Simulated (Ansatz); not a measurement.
Harmonic frequencies (cm⁻¹) at PBE0-D4/def2-TZVP from Ansatz: 39, 70, 152, 178, 303, 306, 388, 422, 437, 496, 621, 645, 729, 830, 868, 899, 907, 945, 1853, 2171, 2177, 2187, 2230, 3930.

Each molecule was computed in one conformer, which needn't be the lowest.

Problem. Which molecule is it?
A. `N[SiH2]SS`
B. `C=[C]([GaH2])[InH2]`
C. `O[SiH2][SiH2][ZnH]`
D. `N[Si](O)(Cl)[SbH2]`

Solution. C.
